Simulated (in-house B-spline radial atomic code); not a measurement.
# Ionising Mg⁵⁺ with different functionals

Computed with a radial B-spline atomic code at the basis-set limit: four-component Dirac-Coulomb Hamiltonian, Fermi nucleus of rms radius 3.057 fm, spin-restricted, spherical fractional occupations for the functionals, and exact exchange of hybrids averaged over the configuration. The ionisation energy is the difference of two self-consistent energies, [He] 2s2 2p3 → [He] 2s2 2p2, without Breit or QED terms; ε is the level of the shell that loses the electron (mean over j). The electron is taken from both j subshells in proportion to 2j + 1, so the result is a j average, not the step between ground levels.

```
   method                    rung  ΔSCF (eV)  -ε(2p) (eV)
     PBE0           global hybrid     183.25       169.47
BHandHLYP           global hybrid     183.33       174.66
    B3LYP           global hybrid          ?            ?
    wB97X  range-separated hybrid          ?            ?
```

Problem. What does B3LYP give?

Solution. ΔSCF 183.58 eV, and -ε(2p) = 168.75 eV.

Problem. What does wB97X give?

Solution. ΔSCF 183.15 eV, and -ε(2p) = 171.26 eV.

Problem. Among the functionals, which spreads more, the ΔSCF values or the orbital energies?

Solution. The orbital energies: ΔSCF values span about 0.43 eV and the orbital energies 5.92 eV; here energy differences depend much less on the functional than eigenvalues do.

Problem. How do they compare with the NIST value?

Solution. NIST lists 186.76 eV ± 0.06 (semi-empirical, ground level to ground level). Errors run from -3.61 to -3.18 eV. The correlated functionals all miss on the same side by more than they spread, so the cause is common to them (Breit-QED terms, spin polarisation, the choice among j levels, multiplet and fine-structure energies, or a listed next ion that isn't the cheapest removal here) and closeness doesn't rank the functionals.
